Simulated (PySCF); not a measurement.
Geometries of 2 isomers of C7F5N, from PBE0-D3(BJ)/def2-SVP geometry optimisation, gas phase (PySCF 2.14.0). One conformer each, no zero-point energy, no frequencies.

Question: Which isomer lies lower at this level?
A.
```xyz
13
angstrom
N      3.456   -1.224   -0.237
C      2.366   -0.839   -0.165
C      1.027   -0.365   -0.074
C      0.763    1.008    0.032
F      1.755    1.869    0.044
C     -0.543    1.476    0.126
F     -0.784    2.767    0.229
C     -1.602    0.567    0.109
F     -2.837    1.005    0.190
C     -1.359   -0.804    0.007
F     -2.366   -1.652   -0.003
C     -0.050   -1.263   -0.087
F      0.170   -2.555   -0.189
```
B.
```xyz
13
angstrom
C      3.452   -0.176   -1.134
N      2.334   -0.126   -0.767
C      1.040   -0.058   -0.343
C      0.289    1.106   -0.549
F      0.833    2.137   -1.156
C     -1.032    1.177   -0.117
F     -1.736    2.273   -0.314
C     -1.610    0.085    0.529
F     -2.857    0.149    0.942
C     -0.872   -1.080    0.738
F     -1.428   -2.107    1.347
C      0.448   -1.150    0.306
F      1.143   -2.247    0.507
```

Answer: A. That is `N#CC1=C(F)C(F)=C(F)C(F)=C1F` (pentafluorobenzonitrile), 22.4 kcal/mol below the other.

```
                        SMILES                                                             atoms numbered as above      E (Eh)  relative (kcal/mol)  relative (kJ/mol)  dipole (D)
      N#Cc1c(F)c(F)c(F)c(F)c1F    [N:1]#[C:2][c:3]1[c:4]([F:5])[c:6]([F:7])[c:8]([F:9])[c:10]([F:11])[c:12]1[F:13]  -819.19352                  0.0                0.0        2.82
[C-]#[N+]c1c(F)c(F)c(F)c(F)c1F  [C-:1]#[N+:2][c:3]1[c:4]([F:5])[c:6]([F:7])[c:8]([F:9])[c:10]([F:11])[c:12]1[F:13]  -819.15776                 22.4               93.9        2.26
```
